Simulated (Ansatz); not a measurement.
Geometry optimisation, Ansatz, RKS BLYP/def2-SVP.

The input (input.yaml):

```yaml
crystal:
  periodic: [false, false, false]
  atoms:
    - { symbol: Ti, position_ang: [0.259903, -0.342969, -0.538956] }
    - { symbol: O, position_ang: [0.226869, 0.174801, 2.52408] }
    - { symbol: H, position_ang: [-0.612743, -0.269446, 2.76091] }
    - { symbol: F, position_ang: [1.402755, 0.985831, -0.498606] }
    - { symbol: F, position_ang: [-1.40108, -0.043404, -0.041255] }
    - { symbol: F, position_ang: [0.245188, -1.062502, -2.135349] }
    - { symbol: Si, position_ang: [1.182249, -2.233036, 0.805052] }
    - { symbol: H, position_ang: [0.060933, -2.930538, 1.538095] }
    - { symbol: H, position_ang: [1.890709, -3.285922, -0.008546] }
    - { symbol: H, position_ang: [2.165703, -1.794829, 1.866371] }
    - { symbol: H, position_ang: [0.918115, -0.483187, 2.797605] }
basis:
  gaussian: { orbitals: def2-SVP }
hamiltonian:
  xc: blyp
relax:
  f_tol: 0.03
  max_steps: 50
output:
  orbitals: {}
```

Launched with:

```bash
$ ansatz run input.yaml --threads 4 --pin off --max-ram 5120MiB --backend cpu --events-out ev --progress --plain --runs-dir out
```

Problem. Where does it end, and by what steps?

Solution. It converged. The force dipped under the threshold on the way, but the program's further checks kept it going. After 22 steps the energy has fallen by 0.421 eV; H8 moved furthest, 0.64 Å. Joined: Ti1–O2 (3.11 → 2.28 Å).

| step | energy less start (eV) | largest force component (eV/Å) | accepted |
| --- | --- | --- | --- |
| 0 | 0.0000 | 0.913 | yes |
| 1 | -0.0942 | 1.255 | yes |
| 2 | -0.2531 | 0.978 | yes |
| 3 | -0.3784 | 0.759 | yes |
| 4 | -0.4048 | 0.180 | yes |
| 5 | -0.3857 | 0.213 | no |
| 6 | -0.4153 | 0.061 | yes |
| 7 | -0.4159 | 0.059 | yes |
| 8 | -0.4170 | 0.047 | yes |
| 9 | -0.4175 | 0.011 | yes |
| 10 | -0.4178 | 0.027 | yes |
| 11 | -0.4182 | 0.045 | yes |
| 12 | -0.4185 | 0.036 | yes |
| 13 | -0.4189 | 0.070 | yes |
| 14 | -0.4194 | 0.081 | yes |
| 15 | -0.4193 | 0.121 | no |
| 16 | -0.4199 | 0.059 | yes |
| 17 | -0.4202 | 0.066 | yes |
| 18 | -0.4204 | 0.088 | yes |
| 19 | -0.4206 | 0.078 | yes |
| 20 | -0.4209 | 0.050 | yes |
| 21 | -0.4211 | 0.024 | yes |
| 22 | -0.4211 | 0.020 | yes |

```xyz
11
Properties=species:S:1:pos:R:3
Ti 0.184 -0.266 -0.176
O 0.293 0.294 2.033
H -0.590 0.146 2.431
F 1.368 1.010 -0.435
F -1.522 0.052 0.229
F 0.055 -1.073 -1.736
Si 1.256 -2.459 0.839
H 0.153 -3.441 1.161
H 2.252 -3.167 -0.040
H 1.953 -2.198 2.166
H 0.937 -0.183 2.597
```

Whether the end is a true minimum wasn't checked by a vibrational analysis.

Time of the run: 55 s on 4 threads of Arm Neoverse V1, on a shared host, peak memory 0.21 GiB.
